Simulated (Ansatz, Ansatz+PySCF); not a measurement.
```xyz
3

Ti    0.0000    0.0000   -0.4199
O     0.0000    1.4317    0.5774
O     0.0000   -1.4317    0.5774
```

Basis set: def2-SVP (spherical functions). Frozen core: 7 orbitals. Charge 0, multiplicity 1.

Computed with Ansatz (development build ahead of 0.2.0); each method stands on the lowest determinant of its kind that the runs found. Restricted open shells among the atoms or ions are ROHF, correlated in semicanonical orbitals with singles.

(1) Give the atomization energy at this shape (free ground-state atoms in the same class of orbitals less the molecule, no zero-point energy) of singlet TiO2 by RHF-MP2, RHF-CCSD(T), RHF-CCSD, UHF, RHF.

Results:

(1)

```json
{"method": "RHF-MP2", "atomization energy": "1320.2 kJ/mol"}
{"method": "RHF-CCSD(T)", "atomization energy": "1119.0 kJ/mol"}
{"method": "RHF-CCSD", "atomization energy": "968.1 kJ/mol"}
{"method": "UHF", "atomization energy": "381.6 kJ/mol"}
{"method": "RHF", "atomization energy": "274.4 kJ/mol"}
```

Caution: another spin multiplicity may lie lower; the shape is not the minimum. Caution for RHF-MP2, RHF-CCSD(T), RHF-CCSD, RHF: an unrestricted determinant lies well below. Caution for RHF-MP2, RHF-CCSD(T), RHF-CCSD: large share of triples, a single reference is doubtful. Caution for UHF: the unrestricted determinant is a mixture of spin states.
